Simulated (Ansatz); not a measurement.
`[F][GeH2][NH][GeH3]` → `[F][GeH]` + `[NH2][GeH3]`  (germylene formation by 1,1-elimination)

Calculated with Ansatz (gas phase, PBE0-D4/def2-TZVP geometries, no zero-point term in ΔE). CCSD(T)/CBS is the MP2 limit (def2-TZVPP, def2-QZVPP) plus CCSD(T) − MP2 in def2-TZVPP, frozen cores. DFT in def2-TZVPP. B3LYP here is the variant with VWN-RPA as its local correlation; programs differ in this. For Ge outer-core shells are correlated without core-valence functions, which leaves a few kJ/mol of doubt a bond. Scalar relativity is left out up to krypton. One conformer a species, not always the lowest.

```tsv
level	ΔE (kJ/mol)	difference from CCSD(T)/CBS
revPBE-D4	125.0	-26.3
PBE0-D4	149.6	-1.7
B3LYP-D4	127.8	-23.5
BHLYP-D4	149.1	-2.2
CAM-B3LYP-D4	142.1	-9.2
B2PLYP	138.2	-13.1
PBE	122.8	-28.5
PBE0	141.9	-9.4
B3LYP	113.6	-37.7
r2SCANh	156.0	4.7
LC-ωPBE	159.7	8.4
MP2/def2-TZVPP	175.8	24.5
SCS-MP2/def2-TZVPP	163.6	12.3
CCSD/def2-TZVPP	157.9	6.6
MP2/def2-QZVPP	169.9	18.6
HF/CBS(def2)	139.1	-12.2
CCSD(T)/CBS	151.3	0
```

(1) What do rigid-rotor, harmonic-oscillator terms from PBE0-D4/def2-TZVP frequencies (298.15 K, 1 bar) make of the CCSD(T)/CBS value? (Estimate.)

Largest T1 diagnostic among the species: 0.014.

## Answers

(1) The calculation gave: ΔZPE = -3.8 kJ/mol, ΔH = +150.0 kJ/mol, ΔS = 159 J/(mol·K), ΔG = +102.6 kJ/mol. Modes under 50 cm⁻¹ make the entropy rough.

From BLYP to BHLYP (50 % exact exchange), in def2-TZVPP and without D4, ΔE moves by +44.2 kJ/mol. Leaving LDA and LC-ωPBE aside and taking each functional with its dispersion term where it has one, the values, not all of them listed here, spread over 59.9 kJ/mol, from BLYP-D4 to PBE-QIDH. LDA lies +44.7 kJ/mol from PBE without D4.
